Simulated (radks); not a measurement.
Results of a calculation; reference values are marked as such.
Spherical quantum dot in the effective-mass picture: electrons in a hard-walled sphere of radius 4.41, all in effective atomic units (hartree* = m*/eps^2 hartree, bohr* = eps/m* bohr), one dielectric constant everywhere. Level of theory: non-relativistic Kohn-Sham, exchange-only LDA, spin-polarised, spherical densities (a radial shooting solver with Libxc functionals). Levels are named by radial order and angular momentum (1s, 1p, 1d, 2s, ...), and open shells are averaged over m.

N = 16, configuration 1s2 1p6 1d(up 5, down 3). This is the lowest configuration that the search found. Occupied and some empty levels:

level,occupation,eigenvalue (hartree*),<r> (bohr*)
1s up,1,4.8799,2.927
1s down,1,4.9109,2.917
1p up,3,5.0194,3.054
1p down,3,5.0518,3.049
1d up,5,5.2571,3.159
1d down,3,5.2904,3.158
1f up,0,5.5802,3.247
1f down,0,5.6140,3.247
2s up,0,5.7855,1.988
2s down,0,5.8002,1.985
2p up,0,6.2321,2.316
2p down,0,6.2517,2.312

Energy (hartree*): total 45.6594, kinetic 12.281, external 0, Hartree 38.064, exchange-correlation -4.6859.

Electron density:

r (bohr*),n(r) (e/bohr*^3)
0.126,0.003794
0.455,0.004714
0.784,0.007033
1.11,0.01148
1.44,0.01910
1.77,0.03075
2.10,0.04664
2.43,0.06503
2.76,0.08103
3.09,0.08636
3.42,0.07344
3.75,0.04365
4.08,0.01264
4.41,0.00001147
